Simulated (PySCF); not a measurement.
CH6Se2Si, SMILES [SeH]C[SiH2][SeH] (PBE/def2-SVP optimised geometry):

```
10

Se     1.896     0.144    -1.609
C      1.143    -0.730     0.000
Si    -0.759    -0.730     0.000
Se    -1.561     1.420     0.000
H      1.214    -0.763    -2.572
H      1.521    -0.127     0.850
H      1.561    -1.754     0.094
H     -1.216    -1.518    -1.201
H     -1.309    -1.377     1.244
H     -0.597     1.754    -1.091
```

Computed with PBE/def2-TZVP run with PySCF.

What are the frontier orbital energies and the dipole moment?

HOMO-2 -7.75 eV, HOMO-1 -5.89 eV, HOMO -5.66 eV, LUMO -1.39 eV, LUMO+1 -0.78 eV; dipole moment 1.44 D.

On the same geometry PBE0/def2-TZVP run with PySCF 2.14.0 gives HOMO-2 -8.91 eV, HOMO-1 -7.05 eV, HOMO -6.79 eV, LUMO -0.51 eV, LUMO+1 0.09 eV; dipole moment 1.50 D.

Meta-Löwdin charges at PBE/def2-TZVP: Se1 -0.02, C2 -0.52, Si3 0.49, Se4 -0.23, H5 0.07, H6 0.15, H7 0.14, H8 -0.09, H9 -0.07, H10 0.09.
